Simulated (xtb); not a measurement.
SiHClBr₂, SMILES [SiH](Br)(Cl)Br. All values are semi-empirical tight-binding results from xtb (GFN2-xTB unless named), good for trends rather than for accurate numbers. The structure is a stationary point at GFN2-xTB.

Computed properties:
point group as xtb finds it: Cs
orbital gap: 5.99 eV
zero-point energy: 7.8 kcal/mol
G − E(el) at 298.15 K (modified RRHO): -13.0 kcal/mol
static polarisability (D4 model): 83.6 bohr³
solvation energy, GFN2-xTB/ALPB(water): 0.0 kcal/mol
solvation energy, GFN2-xTB/ALPB(octanol): -4.2 kcal/mol
